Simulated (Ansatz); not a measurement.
Basis sets compared for CdCl₂. Charge 0, multiplicity 1. Geometry PBE0-D4/def2-TZVP. Ansatz on 4 threads of Arm Neoverse V1 on a shared host; times are rough, and most runs start from earlier orbitals.

Cartesian coordinates in Å:
```
Cd 0.0000 0.0007 0.0004
Cl -1.2519 0.9886 -1.6067
Cl 1.2519 -0.9893 1.6063
```

In the def2 sets Cd takes a core potential; there is no spin–orbit coupling.

Binding counts from free atoms (Cd singlet, Cl doublet) in the same basis, without a counterpoise term.

```tsv
level	functions	energy (Eh)	HOMO (eV)	LUMO (eV)	binding per atom (eV)	wall time
PBE-D4/def2-SVP	67	-1087.5567	-7.25	-2.89	1.96	0.45 s
PBE0-D4/def2-SVP	67	-1087.6269	-8.66	-2.03	1.96	0.7 s
```

(1) Estimate the rows for PBE-D4/def2-TZVP, PBE0-D4/def2-TZVP (with forces).

## Answers

(1) 
| level | functions | energy (Eh) | HOMO (eV) | LUMO (eV) | binding per atom (eV) | wall time |
| --- | --- | --- | --- | --- | --- | --- |
| PBE-D4/def2-TZVP | 114 | -1087.9192 | -7.53 | -3.08 | 1.94 | 0.7 s |
| PBE0-D4/def2-TZVP (with forces) | 114 | -1087.9842 | -8.90 | -2.19 | 1.95 | 1.4 s |
